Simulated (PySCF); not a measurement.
CuF₂, SMILES [F][Cu-][F], charge -1, multiplicity 1. Atoms are numbered in the order given.

```xyz
3

Cu     0.0000     0.0000     0.0000
F      0.0000     0.0000    -1.8163
F      0.0000     0.0000     1.8163
```
Charge -1, spin multiplicity 1.

Geometry optimised at B3LYP-D3(BJ)/def2-TZVPD. The multiplicity is an assumed one; other spin states were not compared.

All values below come from PBE0/pcSseg-2 in PySCF.

GIAO shieldings, no solvent; atoms alike by connectivity are averaged. δ = σ(ref) − σ: ¹⁹F against CFCl3 (σ = 165.8 ppm), references at their B3LYP-D3(BJ)/def2-TZVP geometries, non-relativistic.

```tsv
nucleus	atoms	count	δ (ppm)
¹⁹F	F2, F3	2	-416.1
```
